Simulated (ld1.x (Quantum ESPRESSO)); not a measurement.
# What one change does to a pseudopotential (silicon (Si), RRKJ)

- Element: silicon (Si)
- Generator: ld1.x (Quantum ESPRESSO) 7.5
- Type: norm-conserving RRKJ (Kleinman–Bylander form)
- Functional: PBE
- Relativity: scalar-relativistic
- Frozen core: [Ne]
- Valence charge: 4
- Reference configuration: 3s2 3p2
- Partial waves: 3p (bound): rc 2.15 bohr; 3d channel at 0.25 Ry: rc 1.80 bohr; 3s (bound): rc 1.95 bohr
- Local potential: the s channel
- Core correction: a·sin(br)/r model core, default radius (core density twice the valence density)

Change: non-relativistic.

Cutoffs: the cutoffs (Ry, on a coarse ladder) from which the occupation-weighted sum of valence levels, in a spherical-Bessel basis at the reference potential, stays within 10 and 1 mRy of its value at 400 Ry; they do not see the model core or the augmentation charge, which bear on the density cutoff. Errors are all-electron minus pseudo energies relative to the spin-unpolarised reference configuration.

Q: What does the change do?

A: The potential gets neither clearly harder nor softer (18 Ry and 35 Ry → 18 Ry and 35 Ry); the errors of the 7 common tests hardly move; neither file shows a bound ghost.

| quantity | base | changed |
| --- | --- | --- |
| cutoff, loose | 18 Ry | 18 Ry |
| cutoff, tight | 35 Ry | 35 Ry |
| bound ghosts | none | none |
| error for 3s2 3p1, meV [ΔE 7.74 → 7.75 eV] | +3.6 | +3.9 |
| error for 3s2 3p0, meV [ΔE 23.73 → 23.76 eV] | +29 | +30 |
| error for 3s1 3p0, meV [ΔE 57.70 → 57.66 eV] | +101 | +103 |
| error for 3s1 3p3, meV [ΔE 6.81 → 6.76 eV] | -6.2 | -5.8 |
| error for 3s2 3p1.5, meV [ΔE 2.92 → 2.93 eV] | +0.5 | +0.7 |
| error for 3s2 3p2.3, meV [ΔE -0.93 eV] | +0.1 | +0.1 |
| error for 3s0 3p4, meV [ΔE 13.78 → 13.66 eV] | -26 | -25 |
| s: phases at 2.35 bohr within 0.05 rad from the reference energy up to (Ry; the scan ends near 5) | 2.6 | 2.6 |
| p: phases at 2.35 bohr within 0.05 rad from the reference energy up to (Ry; the scan ends near 5) | 3.4 | 3.4 |
| d: phases at 2.35 bohr within 0.05 rad from the reference energy up to (Ry; the scan ends near 5) | 4.4 | 4.3 |
